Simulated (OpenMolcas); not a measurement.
B2+: CASPT2 settings compared

```json
{"Program": "OpenMolcas 26.06", "Basis": "ANO-RCC-VTZP [4s3p2d1f]", "Scalar Hamiltonian": "DKH3, point nucleus", "Active space": "1 electron in 8 orbitals (2s 2p 3s 3p)", "State averaging": "2S+1 = 2 even, 1 root; 2S+1 = 2 odd, 3 roots", "Spin-orbit coupling": "state interaction with AMFI integrals over the reference wave functions, term energies averaged over their components"}
```

Methods on the same reference wave functions:
A. CASSCF
B. SS-CASPT2, IPEA 0 Eh, imaginary shift 0.3 Eh (closed shells correlated: 1s)
C. XMS-CASPT2, IPEA 0.15 Eh, imaginary shift 0.1 Eh (closed shells correlated: 1s)
D. XMS-CASPT2, IPEA 0.1 Eh, imaginary shift 0.15 Eh (closed shells correlated: 1s)

Energies in eV above 2s ²S_1/2, the measured ground level; measured values from Moore, Atomic Energy Levels, vol. I, NSRDS-NBS 35 (1971 reprint of NBS Circular 467, 1949).

| Level | A | B | C | D | Measured |
| --- | --- | --- | --- | --- | --- |
| 2s ²S_1/2 | 0.0000 | 0.0000 | 0.0000 | 0.0000 | 0.0000 |
| 2p ²P°_1/2 | 6.0816 | 6.040 | 6.039 | 6.039 | 5.9957 |
| 2p ²P°_3/2 | 6.0854 | 6.044 | 6.043 | 6.043 | 5.9999 |

Deviations, from unrounded energies. A percentage is the sum of absolute deviations over the sum of measured energies, with the sign that they share, or ± where signs differ.

```tsv
Against measurement	Levels	A	B	C	D
mean absolute deviation (cm-1)	2	690	360	350	350
other configurations (%)	2	+1.4	+0.7	+0.7	+0.7
```

B, C, D lie about equally close to measurement and A furthest from it. The largest miss of C in the table is 2p ²P°_1/2, by +350 cm-1. The ranking rests on the paired levels alone, and a cruder setting can come out closer through cancelling errors.

Among B to D the level of the table that moves most is 2p ²P°_1/2, by 9.9 cm-1 (lowest in C, highest in B).

The lowest spin-free term lies below A's lowest term by 0.022 hartree in B, 0.022 hartree in C, 0.022 hartree in D.

With one active electron outside closed inactive shells, the extra shells (3p 3s) add no correlation to the reference. With one active electron the reference holds no correlation, so core polarisation is missing (holds for A). With one active electron, CASPT2 adds the correlation within the correlated inactive shells and between them and that electron, and leaves the splitting within a term as the reference gives it (holds for B; C; D). Measured partners are found by configuration, term and J. A level has none where our copy of the source lacks it or the pairing is in doubt (some pairs that miss far off the trend of their configuration count as doubtful), and it then counts in no deviation. Levels of configurations outside the active space are missing.

° marks odd parity.
